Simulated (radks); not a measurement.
Values are calculated unless marked as measured or tabulated.
Problem. Spherical quantum dot in the effective-mass picture: electrons in a hard-walled sphere of radius 10.3, all in effective atomic units (hartree* = m*/eps^2 hartree, bohr* = eps/m* bohr), one dielectric constant everywhere. Level of theory: non-relativistic Kohn-Sham, LDA (Slater exchange, Perdew-Wang correlation), spin-polarised, spherical densities (a radial shooting solver with Libxc functionals). Levels are named by radial order and angular momentum (1s, 1p, 1d, 2s, ...), and open shells are averaged over m. Results are scaled to m* = 0.468 and eps = 10.4, for which hartree* = 117.7 meV and bohr* = 1.176 nm. At N = 2 the configuration is 1s2. Does electron 3 go into 1p up or 1d up?

Solution. Into 1p up. The total energies of the other choices lie higher by 5.96 meV (1d up).
